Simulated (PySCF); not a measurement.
Z-matrix (Å, degrees):
```
Zr
H 1 1.8537
H 1 1.8537 2 109.47
H 1 1.8537 2 109.47 3 120.00
H 1 1.8537 2 109.47 3 -120.00
```
Charge 0, multiplicity 1.

Q: What dipole moment, total energy, HOMO–LUMO gap, charge on the central atom (Mulliken), HOMO and LUMO does TPSSh-D3(BJ)/def2-TZVP // PBE-D3(BJ)/def2-SVP run with PySCF 2.14.0 give?

A: 
- dipole moment: 0.00 D
- total energy: -1343.19 eV
- HOMO–LUMO gap: 5.06 eV
- charge on the central atom (Mulliken): 0.81 e
- HOMO: -7.96 eV
- LUMO: -2.90 eV
